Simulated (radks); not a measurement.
Tl66+, 15 electrons, occupied as [Ne] 3s2 3p3.

Calculated with a radial shooting solver on a logarithmic mesh with Libxc functionals: Dirac Kohn-Sham, PBE, spin-unpolarised, spherical densities, point nucleus; open shells are shared between the two j in proportion to 2j + 1.

Energy parts (hartree):
total: -15087.1242
kinetic: 18130.0553
electron-nucleus: -34388.7038
Hartree: 1354.3565
exchange-correlation: -182.8322

Orbitals (lengths in bohr, moments of r in powers of bohr; <r^-3> diverges for s and p1/2):
1s1/2: occ. 2; eigenvalue (hartree) -3349.199; <r^2> 0.0003683; <r^4> 3.744e-07; <1/r> 99.58
2s1/2: occ. 2; eigenvalue (hartree) -757.7376; <r^2> 0.005416; <r^4> 0.00005114; <1/r> 24.85
2p1/2: occ. 2; eigenvalue (hartree) -737.7414; <r^2> 0.003810; <r^4> 0.00003003; <1/r> 24.72
2p3/2: occ. 4; eigenvalue (hartree) -660.0442; <r^2> 0.004931; <r^4> 0.00004704; <r^-3> 22980; <1/r> 19.91
3s1/2: occ. 2; eigenvalue (hartree) -304.0839; <r^2> 0.03087; <r^4> 0.001405; <1/r> 9.898
3p1/2: occ. 1; eigenvalue (hartree) -296.7267; <r^2> 0.02750; <r^4> 0.001165; <1/r> 9.807
3p3/2: occ. 2; eigenvalue (hartree) -275.9918; <r^2> 0.03206; <r^4> 0.001558; <r^-3> 6561; <1/r> 8.495

The highest occupied level is 3p3/2 at -7510.1 eV. Summed over all electrons, <r^2> = 0.1923 bohr^2, which gives a Langevin (diamagnetic) susceptibility term of -0.152 x 10^-6 cm^3/mol. For comparison, the ionisation energy in NIST's Atomic Spectra Database is 7570 eV (theoretical). In exact Kohn-Sham theory the highest level is minus the ionisation energy, but local and semilocal functionals leave it too shallow, through self-interaction and a potential that decays too fast; potentials with the right tail come closer. The density falls to 0.001 e/bohr^3 at r = 0.51 bohr.

Beside tabulated values, note that spin-unpolarised runs miss the spin-polarisation part of the exchange energy of open shells.
